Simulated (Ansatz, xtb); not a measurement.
## Two conformers of F3GeH3N2

Structure X: `N[NH][Ge]([F])([F])[F]`, a singlet. Structure Y: `N[NH][Ge]([F])([F])[F]`, a singlet. Both are isolated molecules in the gas phase, relaxed with PBE0-D3(BJ)/def2-SVP.

X (Å):

```xyz
9

F    -1.4485   -0.6472   -1.3695
F    -3.4877    0.1816    0.1715
F    -0.9506   -0.0022    1.2895
Ge   -1.8178    0.4618   -0.1120
N    -1.9873    2.8140   -1.6383
N    -1.4527    2.1491   -0.5425
H    -3.0006    2.8897   -1.5773
H    -1.7294    2.3664   -2.5154
H    -0.8104    2.6944    0.0206
```

Y (Å):

```xyz
9

F     1.2320    0.1970   -3.1112
F     2.3722    1.3588   -0.8784
F     0.7348   -0.8571   -0.6721
Ge    0.9378    0.6384   -1.4824
N    -0.3999    1.7841   -1.2600
N    -1.6549    1.3815   -1.6905
H    -0.2601    2.6982   -0.8367
H    -2.0156    1.9854   -2.4263
H    -2.3227    1.3360   -0.9236
```

Which of the two would you expect CCSD(T)/def2-SVP + ΔMP2/def2-TZVPP electronic energies to favour?

Too close to call at this level: CCSD(T)/def2-SVP + ΔMP2/def2-TZVPP gives E(Y) − E(X) = −0.025 eV.

How the difference moves with the method:

| level | geometry | E(Y) − E(X) (eV) | departure from the last row (eV) | job, with rough time for the two |
| --- | --- | --- | --- | --- |
| PBE0-D3(BJ)/def2-SVP | PBE0-D3(BJ)/def2-SVP | −0.015 | +0.010 | optimisation, 58 s |
| HF/def2-SVP | PBE0-D3(BJ)/def2-SVP | −0.076 | −0.051 | part of the CCSD(T) run |
| MP2/def2-SVP | PBE0-D3(BJ)/def2-SVP | −0.046 | −0.021 | part of the CCSD(T) run |
| CCSD(T)/def2-SVP | PBE0-D3(BJ)/def2-SVP | −0.049 | −0.024 | single point |
| CCSD(T)/def2-SVP + ΔMP2/def2-TZVPP | PBE0-D3(BJ)/def2-SVP | −0.025 |  | single point, 34 s |

The largest departure from CCSD(T)/def2-SVP + ΔMP2/def2-TZVPP is that of HF/def2-SVP, 0.051 eV. Levels run at GFN2-xTB geometries aren't shown. The last row adds to CCSD(T) the change of the MP2 difference between the two basis sets, here +0.024 eV.

With harmonic frequencies from PBE0-D3(BJ)/def2-SVP (ideal gas, rigid rotor, one conformer each, 298.15 K, 1 atm): on the last row, ΔE + ΔZPE = −0.025 eV. A mode under 50 cm⁻¹ makes harmonic enthalpies and free energies unreliable, so none is given.

The correlated steps freeze 14 core orbitals; the filled d shell of Ge is correlated, in a basis made for valence electrons. Run with Ansatz 0.2.0; the last row on 2 threads of Intel(R) Xeon(R) 6975P-C (Granite Rapids) on a shared host.
